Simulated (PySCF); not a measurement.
C2H3Cl2FSi. Atoms are numbered in the order given.

```xyz
9

C     -2.7703    -0.2367     0.0000
C     -1.5795    -0.8469     0.0000
Si    -0.0194     0.1215     0.0000
F     -0.3862     1.6931     0.0000
Cl     1.1158    -0.2514     1.6588
Cl     1.1158    -0.2514    -1.6588
H     -2.8562     0.8548     0.0000
H     -3.7082    -0.8020     0.0000
H     -1.5270    -1.9419     0.0000
```

Geometry: PBE0-D3(BJ)/def2-SVP. Other conformers were not sampled.

Method: PBE/pcSseg-1 run with PySCF.

GIAO shieldings, no solvent; atoms alike by connectivity are averaged. δ = σ(ref) − σ: ¹³C against TMS (σ = 182.0 ppm); ²⁹Si against TMS (σ = 335.4 ppm); ¹⁹F against CFCl3 (σ = 133.6 ppm); ³⁵Cl against HCl (σ = 936.5 ppm); ¹H against TMS (σ = 31.49 ppm), references at their B3LYP-D3(BJ)/def2-TZVP geometries, non-relativistic (without spin–orbit terms, shifts of atoms bonded to Cl or Br come out too high).

Computed chemical shifts:
```
nucleus     atoms  count  δ (ppm)
-------  --------  -----  -------
¹³C            C1      1    147.6
¹³C            C2      1    138.7
²⁹Si          Si3      1      0.7
¹⁹F            F4      1   -149.2
³⁵Cl     Cl5, Cl6      2    135.1
¹H         H7, H8      2     6.69
¹H             H9      1     6.30
```
